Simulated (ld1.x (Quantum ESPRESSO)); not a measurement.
PBE PAW dataset for copper, scalar-relativistic all-electron reference.

ld1.x (Quantum ESPRESSO) 7.5 input, shortened:

```
&input
   title='Cu', zed=29., rel=1, dft='PBE', iswitch=3,
   config='[Ar] 3d10 4s0 4p1 4f-2'
 /
 &inputp
   pseudotype=3, lpaw=.true., tm=.true., lloc=-1, rcloc=2.30,
   nlcc=.true., new_core_ps=.true., rcore=1.04,
   which_augfun='PSQ', rmatch_augfun_nc=.true.
 /
7
4S  1  0   0.00   0.00  1.80  2.40  0.0
4S  1  0   0.00   2.65  1.80  2.40  0.0
4P  2  1   1.00   0.00  1.70  2.20  0.0
4P  2  1   0.00   1.25  1.70  2.20  0.0
3D  3  2  10.00   0.00  0.95  1.15  0.0
3D  3  2   0.00   0.15  0.95  1.15  0.0
4F  4  3  -2.00  -0.05  1.35  1.80  0.0
 &test
   configts(1)='3d10 4s0 4p1'
 /
```

All-electron outer shells of the reference configuration (PBE, scalar-relativistic, ld1.x):

```tsv
shell	level (eV)	outermost node (bohr)	outermost maximum (bohr)
3s	-116.83	0.29	0.61
3p	-74.29	0.26	0.62
3d	-7.15	–	0.60
4s	-6.07	0.89	2.21
4p	-1.71	0.97	3.35
```

(1) Estimate the cutoffs (Ry, on a coarse ladder) from which the occupation-weighted sum of valence levels, in a spherical-Bessel basis at the reference potential, stays within 10 and 1 mRy of its value at 400 Ry.

(2) Does the potential have ghost states?

(3) Is the overlap operator S = 1 + Σ q|β⟩⟨β| positive definite (Bessel basis up to 400 Ry)?

(4) Which valence shell sets the plane-wave cutoff?

(5) Tests: 3d10 4s1 4p0; 3d10 4s0 4p0; 3d9 4s0 4p0; 3d10 4s0.5 4p0; 3d9 4s1 4p0; 3d9 4s1 4p1; 3d9 4s2 4p0. Which has the largest error in its energy relative to the reference configuration, and how large is it?

Answers

(1) 110 Ry and 180 Ry.

(2) No extra level below or beside the all-electron valence levels (s, p, d, f tested).

(3) Yes: its lowest eigenvalue is 0.63 (s channel).

(4) 3d: its level needs 110 Ry to come within 1 mRy, against 6 Ry for 4p.

(5) 3d9 4s2 4p0, with -81 meV (all-electron minus pseudo) on -2.17 eV.
